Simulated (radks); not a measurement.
Values are calculated unless marked as measured or tabulated.
Lu19+, configuration [Kr] 4d10 4f6. Code: a radial shooting solver on a logarithmic mesh with Libxc functionals. Model: scalar-relativistic Kohn-Sham, PBEsol, spin-polarised, spherical densities, finite nucleus; open shells are filled with parallel spins first (spin-orbit coupling, left out, can overturn this in heavy ions); Fermi nuclear charge, rms radius 5.37 fm.

Normalised radial functions P(r) = r R(r), r in bohr:

| r | 4p up |
|---|---|
| 0.001905 | 0.0118 |
| 0.002461 | 0.0181 |
| 0.003154 | 0.0274 |
| 0.004042 | 0.0413 |
| 0.005179 | 0.0620 |
| 0.006637 | 0.0922 |
| 0.008505 | 0.1355 |
| 0.0109 | 0.1957 |
| 0.01397 | 0.2762 |
| 0.0179 | 0.3772 |
| 0.02312 | 0.4965 |
| 0.02963 | 0.6074 |
| 0.03796 | 0.6772 |
| 0.04865 | 0.6506 |
| 0.06234 | 0.4670 |
| 0.07989 | 0.0956 |
| 0.1024 | -0.4081 |
| 0.1312 | -0.8575 |
| 0.1681 | -0.9697 |
| 0.2172 | -0.5081 |
| 0.2783 | 0.4025 |
| 0.3566 | 1.3056 |
| 0.457 | 1.6787 |
| 0.5856 | 1.3912 |
| 0.7504 | 0.7864 |
| 0.9616 | 0.2938 |
| 1.232 | 0.0671 |
| 1.579 | 0.0083 |

4p up: eigenvalue -837.57 eV, 2 radial nodes at r = 0.0840, 0.252 bohr, <r> = 0.489 bohr, 90 % of the charge inside 0.706 bohr.
